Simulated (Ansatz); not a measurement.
Consider the formal hydrolysis of the Si–Si bond: `C[SiH](F)[SiH3]` + H₂O → `C[SiH](O)F` + SiH₄.

Calculated with Ansatz (gas phase, PBE0-D4/def2-TZVP geometries, no zero-point term in ΔE). CCSD(T)/CBS is the MP2 limit (def2-TZVPP, def2-QZVPP) plus CCSD(T) − MP2 in def2-TZVPP, frozen cores. This one scheme is used for every species. Functionals use def2-TZVPP. B3LYP here is the variant with VWN-RPA as its local correlation; programs differ in this. Each species was taken in one conformer, which may not be the lowest.

```tsv
level	ΔE (kJ/mol)	difference from CCSD(T)/CBS
revPBE-D4	-101.8	20.4
BLYP-D4	-118.6	3.6
B97M-V	-123.4	-1.2
r2SCAN0-D4	-124.4	-2.2
CAM-B3LYP-D4	-131.8	-9.6
B3LYP	-128.0	-5.8
LC-ωPBE	-119.8	2.4
HF/def2-SVP	-139.3	-17.1
CCSD/def2-SVP	-126.8	-4.6
HF/def2-QZVPP	-149.1	-26.9
CCSD(T)/CBS	-122.2	0
```

Problem. What do rigid-rotor, harmonic-oscillator terms from PBE0-D4/def2-TZVP frequencies (298.15 K, 1 bar) make of the CCSD(T)/CBS value? (An estimate is asked.)

Solution. Computed: ΔZPE = -2.0 kJ/mol, ΔH = -127.4 kJ/mol, ΔS = -19 J/(mol·K), ΔG = -121.7 kJ/mol.

Largest T1 diagnostic among the species: 0.012.

The D4 term adds +4.8 kJ/mol with B3LYP and +2.9 kJ/mol with PBE0; it sums over pairs of atoms, weighted by their polarisabilities, and B3LYP, whose exchange is more repulsive, gets the larger term. From BLYP to BHLYP (50 % exact exchange), in def2-TZVPP and without D4, ΔE moves by −14.1 kJ/mol.
